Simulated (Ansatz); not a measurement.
Species: SbH$_{3}$, net charge 1, doublet state. 
Coordinates optimised at B3LYP-D3(BJ)/def2-TZVP (Ansatz, a first-principles code):
```xyz
4

Sb     0.0006    -0.0003     0.0306
H     -1.0314    -1.2134    -0.5144
H     -0.5540     1.4994    -0.4956
H      1.5563    -0.2700    -0.5529
```
Charge +1, spin multiplicity 2.

Basis-set convergence of Hartree-Fock and CCSD(T) correlation energies (hartree) with Ansatz. Correlated levels leave the core frozen unless marked. Open shells are spin-unrestricted. Spin-orbit coupling is left out. The frozen core is the preceding noble-gas configuration, with the filled d and f shells of earlier blocks. In def2 rows, elements after Kr have scalar-relativistic effective core potentials.

```csv
basis,functions,E(HF),"E(corr, CCSD(T))"
def2-SVPD,56,-240.66713,-0.11735
def2-TZVPPD,107,-240.67813,-0.13880
def2-QZVPPD,187,-240.68001,-0.14588
```

Extrapolating the two largest sets (X = 3 and 4) as X^-3: E(corr) = (64·(-0.14588) - 27·(-0.13880))/37 = -0.1510 Eh, an estimate of the basis-set limit. The largest set recovers 96.6 % of it, the smallest 77.7 %.
